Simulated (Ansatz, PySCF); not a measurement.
BH₂O₃, SMILES [O]B(O)O (connectivity only; charge and spin as stated), charge -1, multiplicity 1. Atoms are numbered in the order given.

```xyz
6

O      0.0000     0.0000     1.4931
B      0.0000     0.0000     0.2115
O      0.0000    -1.2117    -0.6093
O      0.0000     1.2117    -0.6093
H     -0.0008    -1.0262    -1.5497
H      0.0008     1.0262    -1.5498
```
Charge -1, spin multiplicity 1.

Coordinates come from a ωB97X-D3(BJ)/def2-SVPD optimisation. The multiplicity is an assumed one; other spin states were not compared. The isomer is the one that the SMILES or the coordinates give; other isomers of the formula were not compared. One conformer was computed; it need not be the lowest.

Two levels are set side by side: PBE-D3(BJ)/def2-SVPD (Ansatz, a first-principles code) and ωB97X-D3(BJ)/def2-SVPD (PySCF). Each level has its own optimised geometry; the coordinates shown are those of the second. Frequencies come from the Hessian of PySCF at each geometry. Differences are taken from unrounded values.

```csv
quantity,ωB97X-D3(BJ)
mean bond length (Å),1.225
bond O1–B2 (Å),1.282
bond B2–O3 (Å),1.464
bond B2–O4 (Å),1.464
bond O3–H5 (Å),0.959
bond O4–H6 (Å),0.959
highest harmonic wavenumber (cm⁻¹),3948
mean harmonic wavenumber (cm⁻¹),1285
zero-point energy (kcal/mol),22.04
```

Question: What does PBE-D3(BJ) give, and how far is it from ωB97X-D3(BJ)? (The exact figures need the calculation; the answer reports its results.)

Answer: 
```csv
quantity,PBE-D3(BJ),PBE-D3(BJ) minus ωB97X-D3(BJ)
mean bond length (Å),1.234,0.009
bond O1–B2 (Å),1.291,0.009
bond B2–O3 (Å),1.470,0.006
bond B2–O4 (Å),1.470,0.006
bond O3–H5 (Å),0.971,0.012
bond O4–H6 (Å),0.971,0.012
highest harmonic wavenumber (cm⁻¹),3740,-207
mean harmonic wavenumber (cm⁻¹),1226,-59
zero-point energy (kcal/mol),21.03,-1.01
```

Exact exchange shortens and stiffens bonds; PBE has none. Differences between two approximate levels are no errors against the true value.
